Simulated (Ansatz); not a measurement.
Z-matrix (Å, degrees):
```
B
Ga 1 2.644
C 1 1.476 2 50.1
H 1 1.201 2 105.1 3 117.1
H 1 1.201 2 105.2 3 -117.0
C 2 1.962 1 93.2 3 -179.7
H 2 1.572 1 141.9 3 0.4
C 3 1.327 1 151.6 2 179.9
H 6 1.090 2 112.1 1 -178.8
H 6 1.093 2 109.9 1 60.0
H 6 1.093 2 110.0 1 -57.5
H 8 1.087 3 123.1 1 180.0
H 8 1.089 3 121.1 1 -0.0
```

Total charge 0; spin multiplicity 1.

(1) List the PBE/def2-TZVPP orbital energies in eV (Ansatz 0.2.0). (An estimate is asked.)

## Answers

(1) Computed: Occupied: -10093.75, -1233.67, -1093.40, -1093.29, -1093.26, -269.13, -268.91, -268.72, -176.48, -143.42, -98.08, -97.78, -97.70, -20.16, -19.97, -19.92, -19.91, -19.87, -18.67, -16.92, -14.50, -11.65, -11.29, -9.97, -9.82, -9.74, -9.01, -8.68, -7.16, -6.43, -6.27. Lowest empty: -2.35, -1.76, -0.67, -0.15, 0.82, 1.20, 1.94, 2.01.
